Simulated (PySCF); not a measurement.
B(Cl)(nPr)2, SMILES CCCB(CCC)Cl (C6H14BCl), GFN2-xTB optimised geometry.

```
22

B     -0.11     0.60     0.00
Cl    -0.96     2.08     0.00
C     -0.92    -0.77     0.00
C     -2.41    -0.69    -0.32
C     -3.08    -2.06    -0.27
H     -0.81    -1.23     0.99
H     -0.44    -1.48    -0.69
H     -2.90    -0.03     0.39
H     -2.54    -0.26    -1.32
H     -2.62    -2.74    -0.99
H     -4.14    -1.98    -0.51
H     -2.98    -2.50     0.72
C      1.47     0.60     0.00
C      2.15     1.91     0.41
C      3.67     1.80     0.35
H      1.81     0.34    -1.01
H      1.85    -0.21     0.63
H      1.82     2.71    -0.25
H      1.85     2.17     1.42
H      4.03     1.02     1.02
H      4.14     2.74     0.65
H      4.00     1.56    -0.66
```

Density from B3LYP/def2-SVP in PySCF 2.14.0 at that geometry.

Minimum of the electron density along straight lines between bonded atoms, close to the bond critical point (lines longer than 1.1 times the sum of covalent radii, or with two minima, are not listed):

| bond | length / Å | ρ at the minimum / e bohr⁻³ | ∇²ρ there / e bohr⁻⁵ | position (fraction from the first atom) |
|---|---|---|---|---|
| B1–Cl2 | 1.707 | 0.153 | 0.14 | 0.30 |
| B1–C3 | 1.588 | 0.184 | -0.25 | 0.33 |
| C3–C4 | 1.533 | 0.241 | -0.54 | 0.50 |
| C4–C5 | 1.524 | 0.246 | -0.57 | 0.50 |
| C3–H6 | 1.096 | 0.266 | -0.92 | 0.62 |
| C3–H7 | 1.094 | 0.269 | -0.94 | 0.62 |
| C4–H8 | 1.092 | 0.278 | -1.01 | 0.62 |
| C4–H9 | 1.092 | 0.277 | -1.00 | 0.62 |
| C5–H10 | 1.088 | 0.276 | -1.01 | 0.62 |
| C5–H11 | 1.088 | 0.277 | -1.01 | 0.62 |
| C5–H12 | 1.088 | 0.276 | -1.01 | 0.62 |
| B1–C13 | 1.588 | 0.184 | -0.25 | 0.33 |
| C13–C14 | 1.533 | 0.241 | -0.54 | 0.50 |
| C14–C15 | 1.524 | 0.246 | -0.57 | 0.50 |
| C13–H16 | 1.096 | 0.266 | -0.91 | 0.62 |
| C13–H17 | 1.094 | 0.270 | -0.94 | 0.62 |
| C14–H18 | 1.092 | 0.278 | -1.01 | 0.62 |
| C14–H19 | 1.092 | 0.277 | -1.00 | 0.62 |
| C15–H20 | 1.088 | 0.276 | -1.01 | 0.62 |
| C15–H21 | 1.088 | 0.277 | -1.01 | 0.62 |
| C15–H22 | 1.088 | 0.276 | -1.01 | 0.62 |
